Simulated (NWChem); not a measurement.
System: CH4F2Si; SMILES [SiH](F)(F)C

All runs: NWChem. Pople sets run with spherical d functions. All runs use the structure optimised with PBE0/def2-SVP. Field at 589 nm.

For level B3LYP/6-31G*:

```
Property                          Result
--------------------------------  ------
isotropic polarisability (bohr³)    30.1
anisotropy (bohr³)                   4.4
```

Task: What are these values for level B3LYP/def2-SVPD?

Result: The isotropic polarisability (bohr³) is 38.8. The anisotropy (bohr³) comes out as 6.3.
